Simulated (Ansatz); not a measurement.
Program: Ansatz. Geometries: PBE0-D4/def2-TZVP. ΔE: electronic, gas phase. CBS: MP2 limit from def2 TZ/QZ plus the TZ coupled-cluster correction, frozen cores. This one scheme is used for every species. def2 core potentials past Kr. For Zr outer-core shells are correlated without core-valence functions, which leaves a few kJ/mol of doubt a bond. Each species was taken in one conformer, which may not be the lowest.

`C[O][Zr]([Cl])([Cl])[Cl]` + `CC(C)N` → `CC(C)[NH][Zr]([Cl])([Cl])[Cl]` + CH₃OH  (ligand exchange at a Zr–O bond)

| species | MP2/def2-TZVPP energy (Eh) |
| --- | --- |
| `C[O][Zr]([Cl])([Cl])[Cl]` | -1541.24219 |
| `CC(C)N` | -174.11397 |
| `CC(C)[NH][Zr]([Cl])([Cl])[Cl]` | -1599.80877 |
| CH₃OH | -115.52185 |

(1) Work out ΔE.

Largest T1 diagnostic among the species: 0.016.

Results:

(1) ΔE = (-1599.80877) + (-115.52185) − (-1541.24219) − (-174.11397) = 0.02554 Eh = +16.0 kcal/mol. CCSD(T)/CBS gives +16.4 kcal/mol.

At CCSD(T), def2-SVP lies +1.5 kcal/mol from the extrapolated value and def2-TZVPP +0.1 kcal/mol. The D4 term adds −3.2 kcal/mol with B3LYP and −1.9 kcal/mol with PBE0; it sums over pairs of atoms, weighted by their polarisabilities, and B3LYP, whose exchange is more repulsive, gets the larger term. In def2-TZVPP, CCSD(T) changes the Hartree–Fock value by −5.8 kcal/mol (the triples alone add −0.8 kcal/mol) and MP2 by −6.3 kcal/mol.

B3LYP here is the variant with VWN-RPA as its local correlation; programs differ in this.
